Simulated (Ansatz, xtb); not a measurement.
The molecule TaAs, closed-shell singlet (lowest of 2S+1 = 1, 3, 5, 7, 9 at CCSD(T)/def2-TZVPP on PBE0 minima; our sources give no spin for the ground state, which may be another). No spin–orbit coupling. As is treated without relativity.

Seven points along R, fitted to fifth degree in 1/R; most abundant isotopes. In def2 and cc sets the state is the lowest found near the PBE0 minimum, followed along R. The singlet is held restricted.

Correlated levels freeze the inner cores; with def2 sets outer-core shells near the valence are correlated too. CBS(a, b) extrapolates the correlation energy as X⁻³ and adds the Hartree–Fock energy of set b.

Codes used: Ansatz (Gaussian orbitals); xtb for the GFN methods. Each number belongs to the level named beside it. In def2 rows elements past Kr take small-core potentials, without spin–orbit coupling.

| level | r_e (Å) | ω_e (cm⁻¹) | ω_e x_e (cm⁻¹) | dipole (D) |
|---|---|---|---|---|
| GFN1-xTB | 2.336 | 374 | 1.2 | - |
| r2SCAN/def2-TZVPP | 2.228 | 380 | 0.59 | 3.25 |
| B3LYP/def2-TZVPP | 2.236 | (withheld) | 0.58 | 3.22 |
| PBE0/def2-TZVPP | 2.218 | 390 | 0.56 | 3.38 |
| B2PLYP/def2-TZVPP | 2.266 | 341 | 0.84 | - |
| CCSD(T)/def2-TZVPP | 2.254 | 363 | 0.63 | - |
| CCSD(T)/def2-QZVPP | 2.242 | 366 | 0.65 | - |
| CCSD(T)/CBS(def2-TZVPP, def2-QZVPP) | (withheld) | (withheld) | 0.66 | - |

Problem. Some entries are withheld; supply them.

Solution. 
- CCSD(T)/CBS(def2-TZVPP, def2-QZVPP), r_e (Å): 2.234
- CCSD(T)/CBS(def2-TZVPP, def2-QZVPP), ω_e (cm⁻¹): 369
- B3LYP/def2-TZVPP, ω_e (cm⁻¹): 376

Doubts at one or more of the structures used: a restricted determinant that unrestricted orbitals would lower (B2PLYP/def2-TZVPP, CCSD(T)/def2-TZVPP, CCSD(T)/def2-QZVPP, CCSD(T)/CBS(def2-TZVPP, def2-QZVPP)).

Ansatz is a first-principles code.
